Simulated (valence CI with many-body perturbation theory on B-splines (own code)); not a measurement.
## Energy levels of Pm XXII

Computed by valence CI with perturbative core correlation (CI+MBPT): four valence electrons over a frozen Dirac-Fock core [Kr], a basis of 7 s, 7 p, 8 d, 6 f, 4 g, 1 h functions for each j, with the one-electron correlation potential Σ1, the two-electron term Σ2, the three-electron term Σ3, Breit, model QED; selected CI, second order for the rest, scaled by the run's own slope (own B-spline code, finite nucleus).

No measured levels were compared; by estimate terms of the open shell hold to 2 to 4 % of their energy, and close levels can change places. The list stops below the first excitations out of the core.

Levels 1 to 34 of 34, with energies above the lowest level, (4d3/2^4) J=0. "Leading %" is the weight of the configuration and term that name the level; weights of strongly mixed levels are sums over their largest components and can fall short. In the jj column 3d3/2^4 stands for four electrons in 3d with j = 3/2.

```
No.  Configuration  Term  J  E (cm⁻¹)  Leading %  Second component              Leading jj
  1            4d⁴    ³P  0       0.0         47       46 % 4d⁴ ⁵D          4d3/2^4 (89 %)
  2            4d⁴    ⁵D  1     27102         75       24 % 4d⁴ ³P    4d3/2^3 4d5/2 (91 %)
  3            4d⁴    ⁵D  2     44466         80        6 % 4d⁴ ³P    4d3/2^3 4d5/2 (53 %)
  4            4d⁴    ⁵D  3     54269         64       17 % 4d⁴ ³F    4d3/2^3 4d5/2 (54 %)
  5            4d⁴    ³F  4     54513         31       29 % 4d⁴ ⁵D    4d3/2^3 4d5/2 (84 %)
  6            4d⁴    ⁵D  0     78427         50       31 % 4d⁴ ³P  4d3/2^2 4d5/2^2 (86 %)
  7            4d⁴    ³H  4     82147         44       40 % 4d⁴ ⁵D  4d3/2^2 4d5/2^2 (79 %)
  8            4d⁴    ³G  3     89936         58       22 % 4d⁴ ⁵D  4d3/2^2 4d5/2^2 (60 %)
  9            4d⁴    ³F  2     91405         46       22 % 4d⁴ ¹D  4d3/2^2 4d5/2^2 (62 %)
 10            4d⁴    ³H  5     97615         72       28 % 4d⁴ ³G  4d3/2^2 4d5/2^2 (99 %)
 11            4d⁴    ³P  1    101330         61       23 % 4d⁴ ³D  4d3/2^2 4d5/2^2 (80 %)
 12            4d⁴    ³H  6    104580         61       38 % 4d⁴ ¹I  4d3/2^2 4d5/2^2 (95 %)
 13            4d⁴    ³G  4    112670         64       29 % 4d⁴ ¹G  4d3/2^2 4d5/2^2 (91 %)
 14            4d⁴    ³D  2    115100         42       32 % 4d⁴ ³P  4d3/2^2 4d5/2^2 (88 %)
 15            4d⁴    ³F  3    116230         40       40 % 4d⁴ ³D  4d3/2^2 4d5/2^2 (81 %)
 16            4d⁴    ³F  4    128150         42       25 % 4d⁴ ⁵D    4d3/2 4d5/2^3 (64 %)
 17            4d⁴    ³F  3    138470         48       22 % 4d⁴ ³G    4d3/2 4d5/2^3 (86 %)
 18            4d⁴    ¹D  2    139000         34       32 % 4d⁴ ³P  4d3/2^2 4d5/2^2 (64 %)
 19            4d⁴    ³G  5    147200         72       28 % 4d⁴ ³H    4d3/2 4d5/2^3 (99 %)
 20            4d⁴    ³D  1    149080         73       18 % 4d⁴ ³P    4d3/2 4d5/2^3 (86 %)
 21            4d⁴    ¹I  6    151400         61       38 % 4d⁴ ³H    4d3/2 4d5/2^3 (95 %)
 22            4d⁴    ³F  4    156560         51       37 % 4d⁴ ¹G  4d3/2^2 4d5/2^2 (73 %)
 23            4d⁴    ³P  2    162080         62       23 % 4d⁴ ³D  4d3/2^2 4d5/2^2 (54 %)
 24            4d⁴    ¹S  0    166460         61       38 % 4d⁴ ³P    4d3/2 4d5/2^3 (82 %)
 25            4d⁴    ¹F  3    171620         48       29 % 4d⁴ ³D    4d3/2 4d5/2^3 (90 %)
 26            4d⁴    ³F  2    173830         53       36 % 4d⁴ ³P  4d3/2^2 4d5/2^2 (49 %)
 27            4d⁴    ³F  3    198560         71       26 % 4d⁴ ¹F    4d3/2 4d5/2^3 (98 %)
 28            4d⁴    ³P  1    199770         95                      4d3/2 4d5/2^3 (94 %)
 29            4d⁴    ¹G  4    200160         57       29 % 4d⁴ ³F          4d5/2^4 (58 %)
 30            4d⁴    ¹D  2    203530         48       23 % 4d⁴ ³F          4d5/2^4 (46 %)
 31            4d⁴    ³P  0    206090         64       33 % 4d⁴ ¹S  4d3/2^2 4d5/2^2 (59 %)
 32            4d⁴    ¹G  4    209460         45       42 % 4d⁴ ³F    4d3/2 4d5/2^3 (65 %)
 33            4d⁴    ¹D  2    243610         77       10 % 4d⁴ ³D    4d3/2 4d5/2^3 (39 %)
 34            4d⁴    ¹S  0    298680         80       19 % 4d⁴ ³P          4d5/2^4 (58 %)
```

The ionisation energy to 4d³ ⁴F3/2 of the next ion comes out as 652.37 eV (NIST: 651 ± 4 eV (theoretical)). All 34 levels together are meant to be complete up to 685750 cm⁻¹.
